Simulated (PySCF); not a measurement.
C3H10F3NSi3.
Geometry (GFN2-xTB, Å), atoms numbered from 1 in this order:
```xyz
20
C3H10F3NSi3 angstrom
F     -3.3437   -0.5386    0.4983
C     -2.2164   -1.2978    0.4125
F     -1.7777   -1.4136    1.6943
C     -1.2169   -0.6539   -0.5048
F     -0.5419   -1.6281   -1.2149
Si    -1.4429    1.0397   -1.3572
C     -0.3308    0.4604    0.0699
N      1.0863    0.3456   -0.0044
Si     1.9810    1.8243   -0.1406
Si     1.8318   -1.2103    0.3024
H     -2.5056   -2.3007    0.0663
H     -2.6609    1.7474   -1.0269
H     -0.9031    1.0240   -2.7000
H     -0.6843    0.7532    1.0619
H      1.2810    2.6275   -1.1541
H      3.3321    1.4631   -0.5491
H      1.9864    2.5597    1.1309
H      0.9081   -2.0117    1.0968
H      3.0455   -0.9425    1.0744
H      2.1670   -1.8372   -0.9757
```

Computed at PBE0/pcSseg-1 (PySCF, non-relativistic), with Q(14N) = 0.02044 b: N8, 14N (I = 1): χzz = -4.394 MHz, η = 0.625.

Problem. Find the zero-field quadrupole resonance frequencies of 14N at N8.

Solution. From ν± = (3/4)|χ|(1 ± η/3) and ν0 = |χ|η/2: ν+ 3.982 MHz, ν− 2.609 MHz, ν0 1.372 MHz (nitrogen bridging silicon atoms).

In a crystal, neighbours and librations shift these lines. Geometry: GFN2-xTB, one conformer, isolated molecule. GFN2-xTB bond lengths can be off by several hundredths of an ångström, more for odd bonds, and the gradients follow them. The small basis limits the accuracy of the gradients.
